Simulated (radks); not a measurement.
Values are calculated unless marked as measured or tabulated.
Species: Nb3+. Configuration: [Kr] 4d1 5p1 (not the ground configuration). Level of theory: Dirac Kohn-Sham, PBEsol, spin-unpolarised, spherical densities, point nucleus; open shells fill j = l - 1/2 first (a radial shooting solver on a logarithmic mesh with Libxc functionals).

X-ray form factor f0, the Fourier transform of the density (f0(0) = 38):

sin(theta)/lambda (1/angstrom),f0 (electrons)
0.05,37.433
0.1,35.950
0.15,33.995
0.2,31.903
0.25,29.825
0.3,27.829
0.4,24.266
0.5,21.409
0.6,19.135
0.8,15.482
1,12.415
1.25,9.455
1.5,7.539
2,5.689
